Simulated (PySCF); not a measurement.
# Atomic charges by several schemes

Compound: C4H16N2Si2.
Geometry (GFN2-xTB, Å), atoms numbered from 1 in this order:
```
atom  x, y, z in Å
C1    -1.7072    1.3134   -0.9815
C2    -1.5389    0.0157   -0.1979
C3    -2.4267    0.0567    1.0523
C4    -1.9446   -1.1753   -1.0774
N5    -0.1599   -0.1273    0.2304
Si6    1.2580    0.3642   -0.6019
Si7    3.0052   -0.5881    0.5295
N8     4.3815    0.3611    0.1063
H9    -2.7523    1.4601   -1.2428
H10   -1.1197    1.2839   -1.8941
H11   -1.3728    2.1551   -0.3823
H12   -2.1225    0.8812    1.6927
H13   -3.4701    0.1914    0.7783
H14   -2.3351   -0.8703    1.6159
H15   -2.9772   -1.0783   -1.4036
H16   -1.3010   -1.2225   -1.9523
H17   -1.8415   -2.1065   -0.5233
H18   -0.0724   -0.9056    0.8671
H19    1.2628    1.8369   -0.6465
H20    1.2449   -0.0251   -2.0362
H21    3.1869   -2.0294    0.2359
H22    2.9944   -0.5218    1.9967
H23    4.5293    0.6025   -0.8597
H24    5.2672    0.1477    0.5355
```

Density: PBE0/pcSseg-1 (PySCF); schemes: Mulliken, IAO, Hirshfeld and ESP-fitted. Isolated species at its GFN2-xTB geometry (one conformer only).

**Question.** Atoms with like bonding are taken together and averaged. Which atoms carry the lowest charge in the Mulliken, IAO, Hirshfeld and ESP-fitted schemes?

**Answer.** All schemes agree: Mulliken N8 (-0.632); IAO N8 (-0.838); Hirshfeld N8 (-0.322); ESP-fitted N8 (-1.076).

**Question.** At which atom do the 4 schemes differ most?

**Answer.** At C2: from -0.342 (Mulliken) to +1.043 e (ESP-fitted), 1.385 e apart.

**Question.** For which atoms does the sign change between the 4 schemes (beyond +0.03 e in one, beyond −0.03 e in another)?

**Answer.** C2.

**Question.** What partial charge does each atom carry?

**Answer.** In e; atoms taken as equivalent share a row and are averaged (×n: the atom named and its like, n in all):

| atom | environment | Mulliken | IAO | Hirshfeld | ESP-fitted |
| --- | --- | --- | --- | --- | --- |
| C1/C3/C4 | methyl carbon | -0.161 | -0.422 | -0.123 | -0.621 |
| C2 | sp3 carbon bound to nitrogen | -0.342 | +0.165 | +0.072 | +1.043 |
| N5 | silicon-bound nitrogen | -0.625 | -0.671 | -0.237 | -0.989 |
| Si6 | SiH2 silicon | +0.439 | +0.576 | +0.267 | +0.402 |
| Si7 | SiH2 silicon | +0.438 | +0.606 | +0.276 | +0.602 |
| N8 | silicon-bound nitrogen | -0.632 | -0.838 | -0.322 | -1.076 |
| H9 (×9) | methyl hydrogen | +0.111 | +0.138 | +0.039 | +0.140 |
| H18 | N–H hydrogen | +0.202 | +0.244 | +0.105 | +0.345 |
| H19/H20 | Si–H hydrogen | -0.089 | -0.143 | -0.091 | -0.112 |
| H21/H22 | Si–H hydrogen | -0.098 | -0.141 | -0.093 | -0.147 |
| H23/H24 | N–H hydrogen | +0.192 | +0.257 | +0.115 | +0.398 |

Mean size of the charges over all atoms: ESP-fitted 0.371 e, IAO 0.279 e, Mulliken 0.205 e, Hirshfeld 0.108 e. Each set sums to the total charge, 0, to within 0.001 e. The Mulliken scheme counts on each atom the diagonal of the density matrix times the overlap matrix over that atom's basis functions. The IAO scheme counts the electrons in orthogonalised intrinsic atomic orbitals, a minimal basis polarised so that it spans the occupied orbitals exactly.

Some averages cover members that differ in this geometry: H21/H22, ESP-fitted -0.183 to -0.112; C1/C3/C4, ESP-fitted -0.664 to -0.599; C1/C3/C4, Mulliken -0.192 to -0.138; H9 (×9), ESP-fitted +0.118 to +0.170 e.

**Question.** How many electrons does the IAO scheme count on C1?

**Answer.** Its own charge is -0.421 e, so Z − q = 6.421.

**Question.** Sum the charges by element.

**Answer.** 
| element | atoms | Mulliken | IAO | Hirshfeld | ESP-fitted |
| --- | --- | --- | --- | --- | --- |
| C | 4 | -0.827 | -1.103 | -0.298 | -0.821 |
| N | 2 | -1.256 | -1.509 | -0.559 | -2.065 |
| Si | 2 | +0.877 | +1.182 | +0.543 | +1.005 |
| H | 16 | +1.206 | +1.430 | +0.313 | +1.882 |

**Question.** How closely do the schemes follow one another over all atoms?

**Answer.** Correlation coefficient and root-mean-square difference: IAO with Hirshfeld 0.98, 0.214 e; IAO with ESP-fitted 0.92, 0.217 e; Mulliken with IAO 0.90, 0.156 e; Mulliken with Hirshfeld 0.90, 0.151 e; Hirshfeld with ESP-fitted 0.88, 0.369 e; Mulliken with ESP-fitted 0.69, 0.356 e.
